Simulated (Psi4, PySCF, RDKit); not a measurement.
Conformational energy of SMILES Cc1ccccc1C(=O)O (C8H8O2). Scanned: dihedral C2–C7–C8–O9; all other coordinates were relaxed at GFN2-xTB. Points at φ and −φ are mirror images. Heavy atoms are numbered in the order of the SMILES Cc1ccccc1C(=O)O, hydrogens after them in the order of the atoms that carry them; the mirror image has the same energies with the sign of each dihedral reversed.

Levels: MMFF94 // GFN2-xTB (RDKit); RMP2/3-21G = restricted MP2 (frozen core)/3-21G // GFN2-xTB (PySCF 2.14.0); PBE-D3(BJ)/def2-SVP // GFN2-xTB (Psi4).

Energies relative to the lowest point of each profile, in kcal/mol:

| φ / ° | MMFF94 | RMP2/3-21G |
|---|---|---|
| -150 | 1.1 | 2.5 |
| -120 | 2.0 | 6.1 |
| -90 | 3.2 | 8.8 |
| -60 | 1.8 | 5.6 |
| -30 | 0.0 | 1.5 |
| 0 | 0.0 | 0.0 |
| 30 | 0.0 | 1.5 |
| 60 | 1.8 | 5.6 |
| 90 | 3.2 | 8.8 |
| 120 | 2.0 | 6.1 |
| 150 | 1.1 | 2.5 |
| 180 | 1.6 | 1.1 |

Problem. Predict the corresponding PBE-D3(BJ)/def2-SVP column.

Solution. -150: 1.9; -120: 4.4; -90: 6.0; -60: 4.1; -30: 1.1; 0: 0.0; 30: 1.1; 60: 4.1; 90: 6.0; 120: 4.4; 150: 1.9; 180: 1.0 (kcal/mol).
